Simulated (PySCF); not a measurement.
## Successive ionisation energies of praseodymium

Calculated with PySCF 2.14, two-component X2C-1e (Gaussian nucleus, no Breit or QED terms), each ion in its own even-tempered basis; GMP2 freezes the deep shells of the larger ions and drops the highest virtual spinors; eV.

| ion | configuration | GHF (spin-free) | GHF (screened spin-orbit) | GMP2 (screened spin-orbit) | NIST | kind |
| --- | --- | --- | --- | --- | --- | --- |
| Pr⁴⁴⁺ | [Ne] 3s2 3p3 | 3564.3 | 3514.4 | 3514.7 | 3512 ± 4 | theoretical |
| Pr⁴⁵⁺ | [Ne] 3s2 3p2 | 3655.3 | 3731.1 | 3733.0 | 3729 ± 4 | theoretical |
| Pr⁴⁶⁺ | [Ne] 3s2 3p1 | 3747.5 | 3836.2 | 3836.4 | 3832 ± 4 | theoretical |
| Pr⁴⁷⁺ | [Ne] 3s2 | 4032.2 | 4032.0 | 4035.6 | 4030 ± 4 | theoretical |
| Pr⁴⁸⁺ | [Ne] 3s1 | 4132.3 | 4132.1 | 4132.9 | 4130 ± 4 | theoretical |
| Pr⁴⁹⁺ | [Ne] | 9538.8 | 9385.7 | 9387.3 | 9378 ± 4 | theoretical |
| Pr⁵⁰⁺ | [He] 2s2 2p5 | 9788.2 | 9640.7 | 9642.3 | 9632 ± 4 | theoretical |
| Pr⁵¹⁺ | [He] 2s2 2p4 | 10040.2 | 9920.9 | 9920.8 | 9913 ± 4 | theoretical |
| Pr⁵²⁺ | [He] 2s2 2p3 | 10377.8 | 10183.2 | 10182.9 | 10175 ± 4 | theoretical |
| Pr⁵³⁺ | [He] 2s2 2p2 | 10636.4 | 10971.5 | 10973.8 | 10959 ± 5 | theoretical |
| Pr⁵⁴⁺ | [He] 2s2 2p1 | 10898.0 | 11273.0 | 11271.0 | 11262 ± 5 | theoretical |
| Pr⁵⁵⁺ | [He] 2s2 | 11653.4 | 11653.4 | 11659.8 | 11641 ± 5 | theoretical |

Where is the largest relative jump?

From Pr⁴⁸⁺ to Pr⁴⁹⁺: 4132.9 to 9387.3 eV, where the electron removed from [Ne] comes from a deeper shell or subshell.
